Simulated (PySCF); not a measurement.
C2H7NOSi.
Structure used (PBE0-D3(BJ)/def2-SVP), in Å, numbered top down from 1:
```xyz
12
C2H7NOSi angstrom
C     -1.6796    0.2168    0.6704
C     -0.7929   -0.8937    0.1768
O     -1.1787   -2.0392    0.0783
Si     1.0616   -0.5718   -0.2782
N      1.5115    1.0980   -0.2258
H     -1.2581    0.6374    1.5985
H     -1.6963    1.0452   -0.0563
H     -2.6970   -0.1574    0.8522
H      1.8752   -1.2742    0.7576
H      1.2607   -1.2253   -1.6093
H      1.3136    1.7347   -0.9881
H      2.3173    1.4000    0.3071
```

The calculation used TDDFT wB97X-D/def2-SVPD, vertical, gas phase, core orbitals frozen in the response (PySCF).

Ground-to-excited transition dipoles (e·a0, same axes as the geometry; the sign carries no meaning), for the states with f of 0.002 or more among the lowest 9:

```json
{"state": "S2", "E (hartree)": "0.2234", "μx": "-0.158", "μy": "0.012", "μz": "0.148"}
{"state": "S3", "E (hartree)": "0.2335", "μx": "0.098", "μy": "-0.128", "μz": "-0.045"}
{"state": "S4", "E (hartree)": "0.2492", "μx": "0.120", "μy": "-0.289", "μz": "-0.095"}
{"state": "S5", "E (hartree)": "0.2621", "μx": "-0.275", "μy": "0.075", "μz": "0.112"}
{"state": "S6", "E (hartree)": "0.2750", "μx": "-0.787", "μy": "0.008", "μz": "0.320"}
{"state": "S7", "E (hartree)": "0.2858", "μx": "0.358", "μy": "0.159", "μz": "0.179"}
{"state": "S9", "E (hartree)": "0.2888", "μx": "0.077", "μy": "0.272", "μz": "-0.051"}
```

**Question.** What oscillator strength does each state have?

**Answer.** f = (2/3) ΔE |μ|² with ΔE in hartree (27.2114 eV).

| state | \|μ\|² (au) | \|μ\| (D) | f |
| --- | --- | --- | --- |
| S2 | 0.047 | 0.55 | 0.007 |
| S3 | 0.028 | 0.43 | 0.004 |
| S4 | 0.107 | 0.83 | 0.018 |
| S5 | 0.094 | 0.78 | 0.016 |
| S6 | 0.722 | 2.16 | 0.132 |
| S7 | 0.185 | 1.09 | 0.035 |
| S9 | 0.082 | 0.73 | 0.016 |

**Question.** Which bond between heavy atoms lies closest to the direction of the S6 transition dipole?

**Answer.** C2–Si4, at 13° from it; next C1–C2 at 47°.

**Question.** What angle do the transition dipoles of S5 and S7 make?

**Answer.** |cos θ| = |μa·μb| / (|μa| |μb|) = 0.50, so θ ≈ 60° (taken between 0 and 90°, since the signs are arbitrary).

**Question.** How is the summed strength of these states shared among x, y and z?

**Answer.** (2/3) Σ ΔE μα² gives 0.160 for x, 0.037 for y and 0.033 for z, 0.229 in all.

**Question.** What peak molar absorption coefficient would the strongest computed level give as a lone Gaussian band 0.5 eV wide at half height?

**Answer.** ε(max) = 2.175×10⁸ f / FWHM, with the width in cm⁻¹. S6: 2.175×10⁸ × 0.1323 / 4033 ≈ 7100 L mol⁻¹ cm⁻¹.

The vertical ionisation energy (ΔSCF) is 8.79 eV, 0.94 eV above S9.

One conformer stands for the species.
